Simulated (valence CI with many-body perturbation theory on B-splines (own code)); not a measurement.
The numbers below are computed, except where a source is named.
## Sensitivity of CI+MBPT for Os63+

Level of theory: configuration interaction combined with many-body perturbation theory (CI+MBPT): three valence electrons over a frozen Dirac-Fock core [Ne], radial functions for each j: 6 s, 6 p, 5 d, 3 f, 1 g, with the one-electron correlation potential Σ1 (screened to all orders), the two-electron term Σ2, the three-electron term Σ3, Breit, model QED; selected single and double excitations, second order for the rest (own B-spline code, finite nucleus).

No measured spectrum was set against this ion. As an estimate, large intervals hold to a few tenths of a per cent, small ones and those within an open d or f shell to about a per cent.

The reference run has the lowest level (3s^2 3p1/2) J=1/2 and an ionisation energy of 7185.60 eV. Its largest variational space holds 2743 state functions.

Levels are named by their leading jj configuration (3d3/2^4 stands for four electrons in 3d with j = 3/2), which in mixed levels can hold well under half, so a name can repeat and another be missing. Letters in brackets count levels of one name in rising energy.

Changed runs:
A. averaging of valence orbitals over low configurations on → off
B. size limit of the variational space 10000 → 3000; screening of Σ1 on → off; second order for the rest on → off
C. screening of Σ1 on → off
D. Davidson tolerance 2e-05 → 0.03 (bad on purpose)

Excitation energies of the reference run in cm⁻¹, and shifts in cm⁻¹:

```csv
Level,Reference,A,B,C,D
(3s 3p1/2^2) J=1/2,1411310,+27,-19,-19,0
(3s^2 3p3/2) J=3/2,3331060,+0.6,+10,+10,0
(3s 3p1/2 3p3/2) J=3/2 [a],4487130,+32,-7.9,-8.0,0
(3s 3p1/2 3p3/2) J=5/2,4639830,+29,-7.1,-7.5,0
(3s 3p1/2 3p3/2) J=3/2 [b],4812940,+36,-2.6,-2.8,0
(3s 3p1/2 3p3/2) J=1/2,4898490,+26,-8.0,-8.2,0
(3s^2 3d3/2) J=3/2,5285410,+63,+14,+14,0
(3s^2 3d5/2) J=5/2,5959050,+75,+39,+39,0
(3p1/2^2 3p3/2) J=3/2,6190060,+69,-13,-13,0
(3s 3p1/2 3d3/2) J=3/2 [a],6299010,+73,-7.8,-7.8,0
(3s 3p1/2 3d3/2) J=5/2,6397220,+90,+1.5,+1.4,0
(3s 3p1/2 3d3/2) J=1/2,6619560,+105,+1.5,+1.2,0
Ionisation energy (eV),7185.60,+7e-05,+0.0089,+0.0089,0
```

No effect on these energies: D.
